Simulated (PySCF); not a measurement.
## Nuclear quadrupole coupling in `C[C@@H]1[C@@H](F)[C@]12CC[SiH2]CS2`

Compound: C7H13FSSi.
Atom-mapped SMILES: `[CH3:1][C@@H:2]1[C@@H:3]([F:4])[C@:5]12[CH2:6][CH2:7][SiH2:8][CH2:9][S:10]2` (hydrogens: H11, H12, H13 on C1; H14 on C2; H15 on C3; H16, H17 on C6; H18, H19 on C7; H20, H21 on Si8; H22, H23 on C9)

Geometry (GFN2-xTB, Å), atoms numbered from 1 in this order:
```xyz
23
C7H13FSSi angstrom
C      3.0580    0.0575   -0.0067
C      1.8184    0.8812    0.2329
C      0.8403    0.5198    1.3033
F      0.3312    1.4977    2.1053
C      0.4232    0.4218   -0.1381
C      0.1430   -0.9389   -0.7353
C     -1.1499   -1.5479   -0.1865
Si    -2.6757   -0.4597   -0.5302
C     -2.2060    1.3003    0.0123
S     -0.6273    1.7402   -0.7912
H      3.8910    0.4816    0.5500
H      2.9225   -0.9713    0.3177
H      3.3154    0.0589   -1.0642
H      1.9726    1.9467    0.1042
H      0.9744   -0.3909    1.8777
H      0.9806   -1.6095   -0.5276
H      0.0690   -0.8279   -1.8197
H     -1.2854   -2.5370   -0.6256
H     -1.0387   -1.6992    0.8894
H     -2.9534   -0.4382   -1.9687
H     -3.8197   -0.9298    0.2552
H     -2.0732    1.4216    1.0855
H     -2.9151    2.0497   -0.3296
```

Field gradients from the PBE0/pcSseg-1 density (PySCF, non-relativistic), principal values in atomic units, ordered |Vxx| ≤ |Vyy| ≤ |Vzz|:

```
atom     Vxx     Vyy      Vzz
 S10  0.6965  2.4567  -3.1532
```

Q: Find the asymmetry η = (Vxx − Vyy)/Vzz and the couplings χ = eQV/h (234.96 MHz × Q in barn × V in au), with Q(33S) = −0.0678 b.

A: 
```
atom     environment  nucleus     η  χzz (MHz)  χxx (MHz)  χyy (MHz)
 S10  sulfide sulfur      33S  0.56      50.23     -11.10     -39.14
```

The tensor is traceless: Vxx + Vyy + Vzz = 0.

Q: What is Vzz at S10 in SI units (1 au = 9.71736 × 10²¹ V/m²)?

A: -3.1532 au = -30.641 × 10²¹ V/m².

Q: What couplings would deuterons (Q(2H) = 0.00286 b) have in place of the hydrogens, at this geometry?

A: 
| atom | bonded to | bond length (Å) | Vzz (au) | η | χzz (kHz) |
| --- | --- | --- | --- | --- | --- |
| H11 | C1 | 1.088 | 0.3136 | 0.02 | 211 |
| H12 | C1 | 1.087 | 0.3144 | 0.03 | 211 |
| H13 | C1 | 1.088 | 0.3126 | 0.02 | 210 |
| H14 | C2 | 1.084 | 0.3150 | 0.08 | 212 |
| H15 | C3 | 1.085 | 0.3119 | 0.13 | 210 |
| H16 | C6 | 1.093 | 0.3016 | 0.03 | 203 |
| H17 | C6 | 1.093 | 0.2991 | 0.01 | 201 |
| H18 | C7 | 1.091 | 0.3140 | 0.03 | 211 |
| H19 | C7 | 1.092 | 0.3105 | 0.03 | 209 |
| H20 | Si8 | 1.465 | 0.1623 | 0.01 | 109 |
| H21 | Si8 | 1.465 | 0.1618 | 0.00 | 109 |
| H22 | C9 | 1.088 | 0.3128 | 0.03 | 210 |
| H23 | C9 | 1.087 | 0.3195 | 0.06 | 215 |

The structure is a single GFN2-xTB conformer in the gas phase; no vibrational or solvent corrections. GFN2-xTB bond lengths can be off by several hundredths of an ångström, more for odd bonds, and the gradients follow them. A larger basis could move these couplings by a tenth or more.
